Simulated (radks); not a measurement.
Neutral xenon, configuration [Xe]. All-electron calculation, scalar-relativistic Kohn-Sham, PBEsol, spin-polarised, spherical densities, point nucleus; hard spherical wall at 12 bohr. Program: a radial shooting solver on a logarithmic mesh with Libxc functionals. Some entries of the table are withheld. Estimate them.

| orbital | occ. | eigenvalue (eV) | <1/r> (bohr^-1) | <r> (bohr) |
|---|---|---|---|---|
| 1s | 2 | -34356.64 | 58.09 | 0.02666 |
| 2s | 2 | -5347.207 | 13.33 | 0.1147 |
| 2p | 6 | (1) | 12.72 | 0.1003 |
| 3s | 2 | -1093.479 | 4.789 | 0.3066 |
| 3p | 6 | -916.3516 | 4.551 | 0.3045 |
| 3d | 10 | -653.5373 | 4.310 | 0.2810 |
| 4s | 2 | -197.1733 | 1.952 | 0.7168 |
| 4p | 6 | -141.0655 | 1.791 | 0.7651 |
| 4d | 10 | -59.3134 | 1.512 | 0.8774 |
| 5s | 2 | -19.7801 | (2) | (3) |
| 5p | 6 | -8.2428 | 0.5624 | 2.309 |
| 6s | 0 | (4) | 0.2069 | 5.872 |
| 5d | 0 | 1.6191 | 0.2060 | 5.923 |
| 4f | 0 | 3.8608 | 0.1375 | 7.751 |

Answer. 
(1) 2p eigenvalue (eV): -4798.673
(2) 5s <1/r> (bohr^-1): 0.7044
(3) 5s <r> (bohr): 1.860
(4) 6s eigenvalue (eV): -0.2362
